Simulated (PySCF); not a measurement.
Species: C7H10P2.
Bonds: C1–C2, C2–C3, C3–C4 (aromatic), C4–C5 (aromatic), C5–P6 (aromatic), P6–C7 (aromatic), C7–C8, C7–P9 (aromatic), C3–P9 (aromatic). Hydrogens: H10, H11, H12 on C1; H13, H14 on C2; H15 on C4; H16 on C5; H17, H18, H19 on C8.

Computed with PySCF at PBE0/pcSseg-1 and CAM-B3LYP/def2-SVPD, non-relativistic, on one gas-phase PBE0-D3(BJ)/def2-SVP geometry that isn't relaxed in the solvent. The solvent is an IEF-PCM continuum (van der Waals radii × 1.2). The model holds no explicit solvent molecules, cavitation or dispersion.

Gas phase at PBE0/pcSseg-1: HOMO -6.99 eV, LUMO -1.90 eV, dipole 1.37 D.

What does the continuum do to the energy, the frontier levels and the dipole at PBE0/pcSseg-1 in chloroform and methanol?

```json
{"solvent": "chloroform", "ε": "4.711", "E(solvent) − E(gas) (kcal/mol)": "-2.23", "polarisation term (kcal/mol)": "-2.48", "distortion of the solute (kcal/mol)": "0.25", "HOMO (eV)": "-7.00", "LUMO (eV)": "-1.91", "dipole (D)": "1.81"}
{"solvent": "methanol", "ε": "32.61", "E(solvent) − E(gas) (kcal/mol)": "-3.13", "polarisation term (kcal/mol)": "-3.64", "distortion of the solute (kcal/mol)": "0.51", "HOMO (eV)": "-7.03", "LUMO (eV)": "-1.94", "dipole (D)": "2.01"}
```

The polarisation term is half the interaction of the solute with the surface charges that it induces; the rest is the cost of distorting the solute's density. The sum is the electrostatic part of solvation alone. From chloroform to methanol the lowering changes by a factor 1.40, Onsager's factor (ε − 1)/(2ε + 1) by 1.34 and ε itself by 6.9.

Which radius a makes the point-dipole formula ΔE = −[(ε − 1)/(2ε + 1)]·μ²/a³ give the value in methanol, with the gas-phase dipole?

μ = 0.538 au and |ΔE| = 0.00499 Eh give a = 1.60 Å; the farthest nucleus lies 4.28 Å from the centroid of the nuclei, so such a sphere wouldn't even hold the nuclei. The formula assumes a rigid point dipole at the centre of a sphere.

Which Hirshfeld charges (PBE0/pcSseg-1) respond most in chloroform (means over atoms taken as equivalent)?

```
      atoms                  environment  gas (e)  solvent (e)  change
         P6     phosphorus bonded to 2 C   +0.085       +0.066  -0.019
         P9     phosphorus bonded to 2 C   +0.089       +0.073  -0.016
        H15            aromatic hydrogen   +0.049       +0.057  +0.008
        H16            aromatic hydrogen   +0.047       +0.053  +0.006
    H13/H14           methylene hydrogen   +0.039       +0.042  +0.003
H17/H18/H19              methyl hydrogen   +0.044       +0.046  +0.002
         C3  substituted aromatic carbon   -0.040       -0.038  +0.002
H10/H11/H12              methyl hydrogen   +0.039       +0.041  +0.002
         C2         benzylic-type carbon   -0.070       -0.069  +0.001
         C5           aromatic CH carbon   -0.105       -0.104  +0.001
         C4           aromatic CH carbon   -0.042       -0.042   0.000
         C7  substituted aromatic carbon   -0.102       -0.103  -0.001
```

Gas phase at CAM-B3LYP/def2-SVPD: HOMO -8.02 eV, LUMO -0.87 eV, dipole 1.31 D.

What does the continuum do to the energy, the frontier levels and the dipole at CAM-B3LYP/def2-SVPD in chloroform?

```json
{"solvent": "chloroform", "ε": "4.711", "E(solvent) − E(gas) (kcal/mol)": "-2.11", "polarisation term (kcal/mol)": "-2.37", "distortion of the solute (kcal/mol)": "0.26", "HOMO (eV)": "-8.00", "LUMO (eV)": "-0.86", "dipole (D)": "1.75"}
```

How does the static polarisability (CAM-B3LYP/def2-SVPD, frozen core, with the continuum's full static response) change?

| medium | isotropic (au) | principal values (au) | ⟨r²⟩ of the electrons (bohr²) |
| --- | --- | --- | --- |
| gas | 135.1 | 89.2, 143.3, 172.9 | 1808.6 |
| chloroform | 179.8 | 115.8, 196.3, 227.4 | 1807.8 |

The isotropic value in chloroform is 1.33 times the gas-phase one; no cavity-field correction is applied. ⟨r²⟩ is taken about the centre of nuclear charge.

Conformer computed: `[CH3:1][CH2:2][c:3]1[cH:4][cH:5][p:6][c:7]([CH3:8])[p:9]1`: C1–C2–C3–C4 -82°.
